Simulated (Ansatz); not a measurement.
Input file for Ansatz (a first-principles code): U-r2SCAN/cc-pVTZ on AsN, a point of a bond scan (R = 3.706 Å).

Ansatz 0.2 input:
```yaml
crystal:
  periodic: [false, false, false]
  atoms:
    - {symbol: As, position_ang: [-0.00000000, -0.00000000, -0.28199367]}
    - {symbol: N, position_ang: [0.00000000, 0.00000000, 3.42420880]}
basis:
  gaussian:
    orbitals: cc-pVTZ
hamiltonian:
  xc: {name: r2SCAN}
magnetization: {spin_polarized: true, initial_magnetization: 0}
```

Output:

```
WARN ansatz: RAYON_NUM_THREADS=1 ignored (pool sized by the plan → 1); use --threads N
Functional definition: r2SCAN
integrals: 0.02 GiB planned
546 factors; their error is unknown
mean field: 0.18 GiB planned
mean field evaluation 1: about -62242.9297 eV, gradient 8.6e1 eV
mean field evaluation 2: about -61979.5593 eV, gradient 1.2e2 eV
mean field evaluation 4: about -62212.1317 eV, gradient 1.2e2 eV
mean field evaluation 8: about -62320.0222 eV, gradient 3.9e0 eV
mean field evaluation 16: about -62320.4896 eV, gradient 2.3e0 eV
mean field evaluation 32: about -62323.8443 eV, gradient 1.5e-1 eV
mean field evaluation 64: about -62325.5744 eV, gradient 7.7e-3 eV
mean field -62325.57436255 eV, -2290.4226120321 hartree, gradient 1.7e-5 eV, S^2 2.962812; 5 other end points of the search recorded, 0 dependent functions left out
reference -62325.57437209 eV, -2290.4226123828 hartree; 20, 20 occupied and 53, 53 virtual orbitals, 546 factors
Total energy: -62325.57437209 eV, -2290.4226123828 hartree
```

Self-consistency was reached. Its determinant has ⟨S²⟩ = 2.96, a mixture of spin states.

Cost: very roughly 18 core-seconds.
